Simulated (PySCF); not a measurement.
## Er³⁺ (erbium, charge +3): r2SCANh calculation

Configuration: [Xe] 4f11, one real determinant. Computed with PySCF 2.14 in cc-pVDZ-X2C (8s7p5d3f1g, 84 functions), with the spin-free X2C one-electron Hamiltonian (Gaussian nucleus).

```json
{
  "Total energy": "-13084.44 hartree",
  "One-electron energy": "-17863.23 hartree",
  "Hartree (Coulomb) energy": "5060.01 hartree",
  "Exchange-correlation energy": "-281.22 hartree",
  "⟨S²⟩": "3.7517",
  "⟨L²⟩": "34.007",
  "Sum of ⟨r⟩": "33.99 bohr",
  "Sum of ⟨r²⟩": "33.08 bohr²",
  "Traceless quadrupole moment −½Σ⟨3z² − r²⟩ along its main axis": "0.0394 e·bohr²",
  "Langevin diamagnetic susceptibility": "-26.2 ×10⁻⁶ cm³/mol",
  "Time after the integrals": "8.4 s of wall time on 1 thread of Neoverse-V1 (shared host)"
}
```

```csv
shell,electrons,mean orbital energy (eV),spread (eV),"rms radius, mean of both spins (bohr)"
1s α,1,-57363.7,0,0.0231
1s β,1,-57363.7,0,0.0231
2s α,1,-9698.1,0,0.0935
2s β,1,-9698.0,0,0.0935
2p α,3,-8598.2,0.072,0.0844
2p β,3,-8598.1,0.070,0.0844
3s α,1,-2214.2,0,0.240
3s β,1,-2212.3,0,0.240
3p α,3,-1875.7,0.412,0.241
3p β,3,-1873.9,0.273,0.241
3d α,5,-1442.0,0.517,0.221
3d β,5,-1440.4,0.249,0.221
4s α,1,-471.83,0,0.540
4s β,1,-467.58,0,0.540
4p α,3,-359.23,0.639,0.574
4p β,3,-354.98,0.429,0.574
4d α,5,-205.25,1.030,0.628
4d β,5,-200.93,0.667,0.628
5s α,1,-85.027,0,1.31
5s β,1,-83.363,0,1.31
5p α,3,-57.420,0.235,1.52
5p β,3,-56.233,0.151,1.52
4f α,7,-37.839,1.690,0.863
4f β,4,-35.733,1.430,0.863
```

⟨L²⟩ = 34.01 against 42 for a pure I term, so this real determinant mixes terms. Spin-orbit coupling, absent here, splits the open shell strongly.

Densities and radii are taken from the X2C orbitals without a picture-change correction, which distorts them close to the nucleus.
